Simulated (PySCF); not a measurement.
PySCF input (HF/def2-TZVPD):

```python
from pyscf import gto, scf, dft

mol = gto.M(
    atom='''
    Si   -0.28359449   -0.83002781    0.05205599
    C     1.09135074   -2.10117972   -0.05285548
    Br    0.09117221    0.49760919    1.82450910
    Br   -0.28176085    0.39583635   -1.82994129
    H     0.93122572   -2.75132376   -0.91354584
    H     1.11189972   -2.70201812    0.85691710
    H     2.04969566   -1.58978422   -0.16489550
    ''',
    basis='def2-tzvpd',
    charge=0,
    spin=1,
    verbose=4,
)

mf = scf.UHF(mol).density_fit(auxbasis='def2-universal-jkfit')
mf.conv_tol = 1e-9
mf.max_cycle = 100
mf.max_memory = 1500
mf.kernel()
if not mf.converged:
    mf = mf.newton()
    mf.kernel(mf.make_rdm1())
for _ in range(2):
    mo, _, stable, _ = mf.stability(return_status=True)
    if stable:
        break
    mf.kernel(mf.make_rdm1(mo, mf.mo_occ))
mf.analyze()
```

End of the output:

```
Extra cycle  E= -5473.48530601482  delta_E= -1.55e-10  |g|= 3.45e-06  |ddm|= 9.54e-06
converged SCF energy = -5473.48530601482  <S^2> = 0.7556995  2S+1 = 2.0056914
uhf_internal: lowest eigs of H = [0.35508435 0.36297951 0.37939143]
<class 'pyscf.df.df_jk.DFUHF'> wavefunction is stable in the internal stability analysis
**** SCF Summaries ****
Total Energy =                       -5473.485306014819798
Nuclear Repulsion Energy =             545.582308622669757
One-electron Energy =                -8708.725553569158365
Two-electron Energy =                 2689.657938931668468
Two-electron Coulomb Energy =         2895.704248092644320
DFT Exchange-Correlation Energy =     -206.046309160975852
HOMO-LUMO gap [eV] =                     9.806883643031311
**** MO energy ****
                             alpha | beta                alpha | beta
MO #1   energy= -490.023741523035  | -490.023287851089  occ= 1 | 1
MO #2   energy= -490.023741448359  | -490.023287775159  occ= 1 | 1
MO #3   energy= -68.8657834418308  | -68.8591775803942  occ= 1 | 1
MO #4   energy= -65.1659207272032  | -65.1656446277636  occ= 1 | 1
MO #5   energy= -65.1659205145149  | -65.1656443681722  occ= 1 | 1
MO #6   energy= -58.5211038754582  | -58.5203242647183  occ= 1 | 1
MO #7   energy= -58.521100252869   | -58.5203202526159  occ= 1 | 1
MO #8   energy= -58.5200534098567  | -58.5197762399137  occ= 1 | 1
MO #9   energy= -58.5200529788481  | -58.5197732242823  occ= 1 | 1
MO #10  energy= -58.5199105487136  | -58.5195153588336  occ= 1 | 1
MO #11  energy= -58.5199083302886  | -58.5195153493758  occ= 1 | 1
MO #12  energy= -11.2400950921939  | -11.237569072106   occ= 1 | 1
MO #13  energy= -9.83907294567328  | -9.83816111366614  occ= 1 | 1
MO #14  energy= -9.83907019058213  | -9.83815734289609  occ= 1 | 1
MO #15  energy= -7.45003844534599  | -7.44818514177564  occ= 1 | 1
MO #16  energy= -7.45003723935415  | -7.44818328929092  occ= 1 | 1
MO #17  energy= -7.44546409769293  | -7.4447064778978   occ= 1 | 1
MO #18  energy= -7.44546359036168  | -7.44470559794718  occ= 1 | 1
MO #19  energy= -7.44495504931521  | -7.44422689035977  occ= 1 | 1
MO #20  energy= -7.44495453973752  | -7.4442259892336   occ= 1 | 1
MO #21  energy= -6.20915738461541  | -6.19925521829579  occ= 1 | 1
MO #22  energy= -4.31967683068958  | -4.30773219825906  occ= 1 | 1
MO #23  energy= -4.31184640675254  | -4.3068751060466   occ= 1 | 1
MO #24  energy= -4.31083107692958  | -4.29813918278798  occ= 1 | 1
MO #25  energy= -3.19121147346535  | -3.19048062280503  occ= 1 | 1
MO #26  energy= -3.19121061301598  | -3.19047111492976  occ= 1 | 1
MO #27  energy= -3.18926191498702  | -3.18843899982893  occ= 1 | 1
MO #28  energy= -3.18925637667921  | -3.18842776171946  occ= 1 | 1
MO #29  energy= -3.18889099539453  | -3.18829556425017  occ= 1 | 1
MO #30  energy= -3.1888861768417   | -3.18828721432106  occ= 1 | 1
MO #31  energy= -3.18384967476601  | -3.18349467124815  occ= 1 | 1
MO #32  energy= -3.18384504825892  | -3.18349311537013  occ= 1 | 1
MO #33  energy= -3.18384442338933  | -3.18348918349558  occ= 1 | 1
MO #34  energy= -3.18384022250704  | -3.18348780832149  occ= 1 | 1
MO #35  energy= -1.04102802394588  | -1.03070882069612  occ= 1 | 1
MO #36  energy= -1.01024307787298  | -1.00215446237483  occ= 1 | 1
MO #37  energy= -0.973399308166453 | -0.964999074416273 occ= 1 | 1
MO #38  energy= -0.674081389874271 | -0.633765060055651 occ= 1 | 1
MO #39  energy= -0.593561936819785 | -0.591281321516548 occ= 1 | 1
MO #40  energy= -0.593346597232502 | -0.584281145110514 occ= 1 | 1
MO #41  energy= -0.50789014436428  | -0.493813092988769 occ= 1 | 1
MO #42  energy= -0.50083950552923  | -0.488542143095952 occ= 1 | 1
MO #43  energy= -0.468983690497751 | -0.446208397437559 occ= 1 | 1
MO #44  energy= -0.433206359436758 | -0.426727332424625 occ= 1 | 1
MO #45  energy= -0.432517283084936 | -0.424391817129393 occ= 1 | 1
MO #46  energy= -0.416972811046715 | -0.41545189350877  occ= 1 | 1
MO #47  energy= -0.344515657498267 | 0.0158806720317095 occ= 1 | 0
MO #48  energy= 0.0499161328470725 | 0.0559223242311984 occ= 0 | 0
MO #49  energy= 0.0560609865681522 | 0.0570967290684869 occ= 0 | 0
MO #50  energy= 0.0652246050645958 | 0.0697081717728674 occ= 0 | 0
MO #51  energy= 0.0685851212889513 | 0.073292298041462  occ= 0 | 0
MO #52  energy= 0.0841398845175875 | 0.0847092798524442 occ= 0 | 0
MO #53  energy= 0.0844866167544482 | 0.0876509316212653 occ= 0 | 0
MO #54  energy= 0.0871983528406004 | 0.0899968298938261 occ= 0 | 0
MO #55  energy= 0.100467661425486  | 0.103605562051112  occ= 0 | 0
MO #56  energy= 0.113963414855448  | 0.124555307461256  occ= 0 | 0
MO #57  energy= 0.115093268417235  | 0.132179711455193  occ= 0 | 0
MO #58  energy= 0.150363508601816  | 0.154730996038184  occ= 0 | 0
MO #59  energy= 0.1557615988302    | 0.159567099163071  occ= 0 | 0
MO #60  energy= 0.163392736709291  | 0.166485679143832  occ= 0 | 0
MO #61  energy= 0.174283862375455  | 0.18063720163076   occ= 0 | 0
MO #62  energy= 0.185152032624334  | 0.187346992350399  occ= 0 | 0
MO #63  energy= 0.198498065450978  | 0.200875201086624  occ= 0 | 0
MO #64  energy= 0.205294818096867  | 0.20694369736965   occ= 0 | 0
MO #65  energy= 0.214335155903307  | 0.216755975296259  occ= 0 | 0
MO #66  energy= 0.219165323431139  | 0.222437786512336  occ= 0 | 0
MO #67  energy= 0.234686793082655  | 0.242569891163018  occ= 0 | 0
MO #68  energy= 0.24096928574926   | 0.24439356720303   occ= 0 | 0
MO #69  energy= 0.243626690673325  | 0.252768796561082  occ= 0 | 0
MO #70  energy= 0.253573388021672  | 0.262944511532017  occ= 0 | 0
MO #71  energy= 0.260914055428323  | 0.271959525170729  occ= 0 | 0
MO #72  energy= 0.2727587535282    | 0.280291115816364  occ= 0 | 0
MO #73  energy= 0.276023461360205  | 0.283456859461212  occ= 0 | 0
MO #74  energy= 0.281272676303377  | 0.284152551331105  occ= 0 | 0
MO #75  energy= 0.283099992637893  | 0.28564650732707   occ= 0 | 0
MO #76  energy= 0.28925927449753   | 0.294022098321317  occ= 0 | 0
MO #77  energy= 0.293326232513037  | 0.297986301402755  occ= 0 | 0
MO #78  energy= 0.301375536351653  | 0.30395035900987   occ= 0 | 0
MO #79  energy= 0.312449888049839  | 0.315269253925096  occ= 0 | 0
MO #80  energy= 0.31761457070141   | 0.322172812027376  occ= 0 | 0
MO #81  energy= 0.337521069506412  | 0.341242292606809  occ= 0 | 0
MO #82  energy= 0.369207404188108  | 0.371010824975375  occ= 0 | 0
MO #83  energy= 0.370368246053644  | 0.372117831302418  occ= 0 | 0
MO #84  energy= 0.376932265937002  | 0.379659990535241  occ= 0 | 0
MO #85  energy= 0.385568077563505  | 0.389365391264778  occ= 0 | 0
MO #86  energy= 0.394189364045082  | 0.396376909242736  occ= 0 | 0
MO #87  energy= 0.400593411826839  | 0.405443120616488  occ= 0 | 0
MO #88  energy= 0.427417577213487  | 0.429263477492725  occ= 0 | 0
MO #89  energy= 0.428342460564152  | 0.431240740345913  occ= 0 | 0
MO #90  energy= 0.445208342929772  | 0.448635404418028  occ= 0 | 0
MO #91  energy= 0.452368695746764  | 0.455218777160314  occ= 0 | 0
MO #92  energy= 0.464966809133171  | 0.466445401552973  occ= 0 | 0
MO #93  energy= 0.469415176844064  | 0.481067675505213  occ= 0 | 0
MO #94  energy= 0.47765151773718   | 0.483434447498219  occ= 0 | 0
MO #95  energy= 0.479647790609034  | 0.500649165820983  occ= 0 | 0
MO #96  energy= 0.529591500896279  | 0.536388453244697  occ= 0 | 0
MO #97  energy= 0.54518992463155   | 0.567143506745533  occ= 0 | 0
MO #98  energy= 0.560644049699765  | 0.570257046281327  occ= 0 | 0
MO #99  energy= 0.576269880191359  | 0.582104534136781  occ= 0 | 0
MO #100 energy= 0.585337290556486  | 0.589902104745972  occ= 0 | 0
MO #101 energy= 0.590520402356679  | 0.598986950416176  occ= 0 | 0
MO #102 energy= 0.608069393627311  | 0.610018510690581  occ= 0 | 0
MO #103 energy= 0.60825494949821   | 0.610627085631244  occ= 0 | 0
MO #104 energy= 0.616582296765769  | 0.617937458969393  occ= 0 | 0
[...]
```

It need not be the lowest isomer of its formula.
